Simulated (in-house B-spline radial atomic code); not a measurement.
**Ionising the silicon ion Si²⁺ with different functionals**

Computed with an all-electron radial atomic-structure program (B-spline basis): non-relativistic Hamiltonian, point nucleus, spin-polarised at highest spin, spherical fractional occupations for the functionals, and exact exchange of hybrids averaged over the configuration. The ionisation energy is the difference of two self-consistent energies, [Ne] 3s2 → [Ne] 3s1, without Breit or QED terms; ε is the level of the shell that loses the electron (its least bound occupied spin orbital).

```tsv
method	rung	ΔSCF (eV)	-ε(3s) (eV)
PBE0	global hybrid	33.24	29.63
B3LYP	global hybrid	33.54	29.50
TPSSh	global hybrid	33.16	29.00
M06-2X	global hybrid	33.65	30.94
BHandHLYP	global hybrid	33.28	30.71
r2SCAN0	global hybrid	32.90	29.74
B97-1	global hybrid	?	?
HSE06	range-separated hybrid	33.25	29.25
wB97X	range-separated hybrid	33.14	32.12
CAM-B3LYP	range-separated hybrid	?	?
LC-wPBE	range-separated hybrid	33.24	32.54
```

**Question.** What does CAM-B3LYP give?

**Answer.** ΔSCF 33.54 eV, and -ε(3s) = 31.13 eV.

**Question.** What does B97-1 give?

**Answer.** ΔSCF 33.51 eV, and -ε(3s) = 29.37 eV.

**Question.** Among the functionals, which spreads more, the ΔSCF values or the orbital energies?

**Answer.** The orbital energies: ΔSCF values span about 0.75 eV and the orbital energies 3.54 eV; here energy differences depend much less on the functional than eigenvalues do.

**Question.** How do they compare with the NIST value?

**Answer.** NIST lists 33.493 eV (measured, ground level to ground level). Errors run from -0.59 to +0.16 eV; B97-1 is closest (+0.02 eV), but part of that can be cancellation, since the calculations leave out relativity, Breit-QED terms, the near-degeneracy of s² and p².
